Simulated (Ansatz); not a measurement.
Start from `OC(O)(O)F` and change one element to get `[OH][Sn]([OH])([OH])[F]`.

Ansatz, PBE0-D4/def2-TZVP geometries, multiplicity 1. Each molecule was computed in one conformer, which needn't be the lowest.

Elements past krypton have def2 core potentials.

| property | `OC(O)(O)F` |
| --- | --- |
| HOMO energy (PBE0/def2-TZVPP) / eV | -9.01 |
| HOMO–LUMO gap (PBE/def2-TZVPP) / eV | 6.89 |
| LUMO energy (ωB97M-V/def2-TZVPP) / eV | 2.04 |
| HOMO energy (PBE/def2-TZVPP) / eV | -7.13 |
| HOMO–LUMO gap (B3LYP/def2-TZVPP) / eV | 8.96 |
| HOMO–LUMO gap (PBE0/def2-TZVPP) / eV | 9.66 |

Q: Give the same properties after the change, and the shifts. (An estimate is asked.)

A: Ansatz gave: 
| property | `[OH][Sn]([OH])([OH])[F]` | shift |
| --- | --- | --- |
| HOMO energy (PBE0/def2-TZVPP) / eV | -9.48 | -0.47 |
| HOMO–LUMO gap (PBE/def2-TZVPP) / eV | 4.68 | -2.21 |
| LUMO energy (ωB97M-V/def2-TZVPP) / eV | -0.04 | -2.08 |
| HOMO energy (PBE/def2-TZVPP) / eV | -7.69 | -0.56 |
| HOMO–LUMO gap (B3LYP/def2-TZVPP) / eV | 6.79 | -2.17 |
| HOMO–LUMO gap (PBE0/def2-TZVPP) / eV | 7.45 | -2.21 |

With PBE0 the HOMO falls by 0.47 eV and the LUMO falls by 2.68 eV, so the gap narrows by about 2.21 eV. PBE moves the HOMO by -0.56 eV and ωB97M-V by -0.44 eV.

B3LYP here is the variant with VWN-RPA as its local correlation; programs differ in this.
